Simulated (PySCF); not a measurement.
Ti(F)(SH)3 (FH3S3Ti), SMILES [Ti]([SH])([F])([SH])[SH], multiplicity 1. Atoms are numbered in the order given.

```xyz
8

Ti     0.2287    -0.2478    -0.0276
F      1.3593    -1.5580    -0.0268
S      0.9428     1.5584     1.1176
H      1.3099     0.7505     2.1456
S     -0.1983     0.4936    -2.1192
H     -1.4041     0.9250    -1.6736
S     -1.7125    -0.8130     1.0007
H     -1.6829    -2.0256     0.3902
```

The structure is a stationary point at PBE0-D3(BJ)/def2-SVP. The multiplicity is an assumed one; no other spin state was optimised. The structure was generated by enumeration; whether it is a known compound was not checked. Other conformers were not sampled.

Two levels are set side by side: PBE/pcSseg-1 (PySCF) and PBE0/pcSseg-1 (PySCF). GIAO shifts against CFCl3 (¹⁹F), H2S (³³S), TMS (¹H) at the same level; non-relativistic, no solvent, atoms listed together averaged. Differences are taken from unrounded values.

| quantity | PBE |
|---|---|
| δ(¹⁹F) of F2 (ppm) | 350.3 |

Problem. These are the PBE values. What does PBE0 give? (An estimate is asked for; the answer gives what the named calculation found.)

Solution. 
| quantity | PBE0 | PBE minus PBE0 |
|---|---|---|
| δ(¹⁹F) of F2 (ppm) | 356.7 | -6.4 |

On these quantities the two levels nearly agree.

Rough cost on one machine, each run with all the roots and properties that it gave: PBE0 against PBE within a factor of 2.
